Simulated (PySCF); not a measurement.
C2H6Se, charge -1, doublet, at the geometry of the source list (a state made from the parent by changing its charge; the spin is typed, not shown lowest) (in this run its highest filled SCF level lies above zero, so its values depend strongly on the basis, on diffuse functions most of all); TPSS/STO-3G (PySCF).

The PySCF input:
```python
from pyscf import gto, scf, dft

mol = gto.Mole()
mol.atom = '''
    C     1.45580000   -0.05290000    0.03390000
    Se    0.05090000    0.47070000   -1.21420000
    C    -1.45680000    0.05700000   -0.04690000
    H     1.40210000   -1.12550000    0.21030000
    H     2.41140000    0.20450000   -0.41870000
    H     1.32730000    0.49560000    0.96530000
    H    -1.37990000   -0.97770000    0.27740000
    H    -2.36800000    0.20320000   -0.61720000
    H    -1.44300000    0.72510000    0.81010000
'''
mol.basis = 'sto-3g'
mol.charge = -1
mol.spin = 1
mol.verbose = 3
mol.build()

mf = dft.UKS(mol)
mf.xc = 'tpss'
mf.kernel()
mf.analyze()
```

Output, abridged:

```
converged SCF energy = -2453.43495959404  <S^2> = 0.75184738  2S+1 = 2.0018465
**** MO energy ****
                             alpha | beta                alpha | beta
MO #1   energy= -447.084483392803  | -447.083601940512  occ= 1 | 1
MO #2   energy= -55.0549928147391  | -55.054300077957   occ= 1 | 1
MO #3   energy= -50.4244068480659  | -50.4240432598476  occ= 1 | 1
MO #4   energy= -50.4232830434021  | -50.4211263311934  occ= 1 | 1
MO #5   energy= -50.4199685462462  | -50.4195716850182  occ= 1 | 1
MO #6   energy= -9.51384251778153  | -9.50766990835395  occ= 1 | 1
MO #7   energy= -9.51330798928834  | -9.50710687068594  occ= 1 | 1
MO #8   energy= -6.4442225218933   | -6.44222456252718  occ= 1 | 1
MO #9   energy= -4.51202681431945  | -4.51087991729359  occ= 1 | 1
MO #10  energy= -4.50683449599302  | -4.50218264097596  occ= 1 | 1
MO #11  energy= -4.49390835511902  | -4.49279376874208  occ= 1 | 1
MO #12  energy= -0.51823412392736  | -0.514763219008202 occ= 1 | 1
MO #13  energy= -0.51242186075956  | -0.510458906256504 occ= 1 | 1
MO #14  energy= -0.504171801057304 | -0.503511352496179 occ= 1 | 1
MO #15  energy= -0.500987897456766 | -0.498790155239074 occ= 1 | 1
MO #16  energy= -0.500184336397874 | -0.49749495104506  occ= 1 | 1
MO #17  energy= -0.382063346069019 | -0.373417161657495 occ= 1 | 1
MO #18  energy= -0.349542405055622 | -0.342148361664213 occ= 1 | 1
MO #19  energy= -0.170137458972643 | -0.155964676433538 occ= 1 | 1
MO #20  energy= -0.100741467040446 | -0.0963469884302234 occ= 1 | 1
MO #21  energy= -0.0992700040620382 | -0.0959542435065296 occ= 1 | 1
MO #22  energy= -0.0828522642906905 | -0.0786051504806655 occ= 1 | 1
MO #23  energy= -0.0806864063332093 | -0.0774781252736997 occ= 1 | 1
MO #24  energy= 0.030364974307497  | 0.0585269732489883 occ= 1 | 1
MO #25  energy= 0.105405920260034  | 0.123645673916592  occ= 1 | 1
MO #26  energy= 0.218488413101236  | 0.22802619320614   occ= 1 | 1
MO #27  energy= 0.447638956858141  | 0.502104097228043  occ= 1 | 0
MO #28  energy= 0.497273086784219  | 0.526424193839078  occ= 0 | 0
MO #29  energy= 0.675727150445399  | 0.687177531409095  occ= 0 | 0
MO #30  energy= 0.676625908509841  | 0.691351643120191  occ= 0 | 0
MO #31  energy= 0.686478914950364  | 0.700420079242009  occ= 0 | 0
MO #32  energy= 0.691654058613674  | 0.705434008869484  occ= 0 | 0
MO #33  energy= 0.698371859430232  | 0.71056661210751   occ= 0 | 0
MO #34  energy= 0.699571179070933  | 0.713652990502063  occ= 0 | 0

To work with the spin densities directly, `use mulliken_meta_spin()` only printing them here.

 ** Mulliken spin pop alpha/beta on meta-lowdin orthogonal AOs **
 ** Mulliken Spin Density (per atom)  **
spin density of  0 C =      0.24508
spin density of  1 Se =      0.54152
spin density of  2 C =      0.24642
spin density of  3 H =     -0.00710
spin density of  4 H =     -0.00395
spin density of  5 H =     -0.00517
spin density of  6 H =     -0.00544
spin density of  7 H =     -0.00416
spin density of  8 H =     -0.00721
 ** Mulliken pop alpha/beta on meta-lowdin orthogonal AOs **
 ** Mulliken atomic charges   ( Nelec_alpha | Nelec_beta ) **
charge of  0C =     -0.26813  (     3.25661      3.01152 )
charge of  1Se =     -0.35538  (    17.44845     16.90693 )
charge of  2C =     -0.26975  (     3.25808      3.01167 )
charge of  3H =     -0.01946  (     0.50618      0.51328 )
charge of  4H =     -0.01553  (     0.50579      0.50974 )
charge of  5H =     -0.01909  (     0.50696      0.51213 )
charge of  6H =     -0.01865  (     0.50661      0.51204 )
charge of  7H =     -0.01482  (     0.50533      0.50949 )
charge of  8H =     -0.01919  (     0.50599      0.51320 )

WARN: System has nonzero charge -1; the dipole moment is origin-dependent.
Location of origin: [0. 0. 0.]

Dipole moment(X, Y, Z, Debye): -0.17475, -1.62439,  4.18963
```
